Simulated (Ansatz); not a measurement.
Geometry optimisation, RKS PBE0/def2-SVP (Ansatz 0.2.0).

Input:

```yaml
crystal:
  periodic: [false, false, false]
  atoms:
    - { symbol: Sn, position_ang: [-0.152525, -0.244556, -0.053326] }
    - { symbol: O, position_ang: [-0.105253, -0.23849, 1.915787] }
    - { symbol: H, position_ang: [-0.818995, 0.295399, 2.289736] }
    - { symbol: Cl, position_ang: [2.055584, -0.161596, -0.776708] }
    - { symbol: Cl, position_ang: [-1.382142, 1.600169, -0.780482] }
    - { symbol: H, position_ang: [-0.872302, -1.67237, -0.637742] }
    - { symbol: Br, position_ang: [1.560433, 2.705966, 1.612373] }
    - { symbol: H, position_ang: [1.3677, 1.364878, 2.255762] }
basis:
  gaussian: { orbitals: def2-SVP }
hamiltonian:
  xc: pbe0
relax:
  f_tol: 0.03
  max_steps: 50
```

Run as:

```bash
$ ansatz run input.yaml --threads 4 --pin off --max-ram 5120MiB --backend cpu --events-out ev --progress --plain --runs-dir out
```

Problem. Where does it end, and by what steps?

Solution. The run converged. The force dipped under the threshold on the way, but the program's further checks kept it going. After 34 steps the energy has fallen by 0.292 eV; Br7 moved furthest, 2.81 Å.

| step | energy less start (eV) | largest force component (eV/Å) | accepted |
| --- | --- | --- | --- |
| 0 | 0.0000 | 1.235 | yes |
| 2 | -0.1078 | 0.286 | yes |
| 4 | -0.1583 | 0.261 | yes |
| 6 | -0.1814 | 0.241 | yes |
| 8 | -0.1900 | 0.170 | yes |
| 10 | -0.2035 | 0.147 | yes |
| 12 | -0.2154 | 0.123 | yes |
| 14 | -0.2256 | 0.346 | yes |
| 16 | -0.2360 | 0.211 | yes |
| 18 | -0.2541 | 0.022 | yes |
| 20 | -0.2621 | 0.179 | yes |
| 22 | -0.2731 | 0.207 | yes |
| 24 | -0.2801 | 0.236 | yes |
| 26 | -0.2869 | 0.070 | yes |
| 28 | -0.2898 | 0.167 | yes |
| 30 | -0.2915 | 0.100 | yes |
| 32 | -0.2920 | 0.037 | yes |
| 34 | -0.2923 | 0.007 | yes |

```xyz
8
Properties=species:S:1:pos:R:3
Sn -0.141 -0.138 -0.093
O -0.246 1.275 1.300
H -0.447 2.159 0.966
Cl 1.273 0.655 -1.766
Cl -2.268 -0.304 -1.032
H 0.379 -1.572 0.638
Br 2.106 0.518 3.293
H 0.996 1.056 2.519
```

Whether the end is a true minimum wasn't checked by a vibrational analysis.

Run time: 85 s on 4 threads of Arm Neoverse V2, with other jobs on the host, peak memory 0.37 GiB.
